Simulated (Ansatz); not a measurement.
Consider the cleavage of the B–Sn bond: `F[BH][SnH2][SiH3]` + `C=C(N)[SiH3]` → `C=C([SiH3])NBF` + `[SiH3][SnH3]`.

Calculated with Ansatz (gas phase, PBE0-D4/def2-TZVP geometries, no zero-point term in ΔE). CBS: MP2 limit from def2 TZ/QZ plus the TZ coupled-cluster correction, frozen cores. Functionals use def2-TZVPP. Elements past krypton have def2 core potentials. For Sn outer-core shells are correlated without core-valence functions, which leaves a few kJ/mol of doubt a bond. Each species was taken in one conformer, which may not be the lowest.

| level | ΔE (kJ/mol) |
| --- | --- |
| PBE | -142.7 |
| CCSD(T)/def2-TZVPP | -154.5 |

(1) What does CCSD(T)/CBS give? (Best estimate.)

Largest T1 diagnostic among the species: 0.014.

## Answers

(1) Ansatz gave: -149.9 kJ/mol. The listed levels differ from it by 7.2, -4.6 kJ/mol.

The D4 term adds −3.2 kJ/mol with B3LYP and −1.7 kJ/mol with PBE0; it sums over pairs of atoms, weighted by their polarisabilities, and B3LYP, whose exchange is more repulsive, gets the larger term. In def2-TZVPP, CCSD(T) changes the Hartree–Fock value by +6.4 kJ/mol (the triples alone add +0.6 kJ/mol) and MP2 by +6.0 kJ/mol.

B3LYP here is the variant with VWN-RPA as its local correlation; programs differ in this.
